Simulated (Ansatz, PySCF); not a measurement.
1-bromo-1-fluoropropa-1,2-diene (C₃H₂BrF), SMILES C=C=C(F)Br. Atoms are numbered in the order given.

```xyz
7

C     -0.8418    -2.7639     0.0000
C     -0.1499    -1.6549     0.0000
C      0.5197    -0.5336     0.0000
F      1.8413    -0.4559     0.0000
Br    -0.3125     1.1512     0.0000
H     -1.1433    -3.2492    -0.9361
H     -1.1433    -3.2492     0.9361
```
Charge 0, spin multiplicity 1.

Geometry optimised at PBE0-D3(BJ)/def2-SVP.

Two levels are set side by side: PBE-D3(BJ)/def2-SVP (Ansatz, an electronic-structure program) and PBE0-D3(BJ)/def2-SVP (Ansatz). Each level has its own optimised geometry; the coordinates shown are those of the second. Frequencies come from the Hessian of PySCF at each geometry. Differences are taken from unrounded values.

```
quantity                            PBE0-D3(BJ)  PBE-D3(BJ)  PBE-D3(BJ) minus PBE0-D3(BJ)
----------------------------------  -----------  ----------  ----------------------------
mean bond length (Å)                      1.335       1.347                         0.012
bond C1–C2 (Å)                            1.307       1.317                         0.010
bond C2–C3 (Å)                            1.306       1.316                         0.010
bond C3–F4 (Å)                            1.324       1.339                         0.015
bond C3–Br5 (Å)                           1.879       1.900                         0.020
bond C1–H6 (Å)                            1.097       1.106                         0.009
bond C1–H7 (Å)                            1.097       1.106                         0.009
highest harmonic wavenumber (cm⁻¹)         3227        3118                          -109
mean harmonic wavenumber (cm⁻¹)            1149        1102                           -47
zero-point energy (kcal/mol)              24.63       23.62                         -1.01
```

Exact exchange shortens and stiffens bonds; PBE has none. Differences between two approximate levels are no errors against the true value.
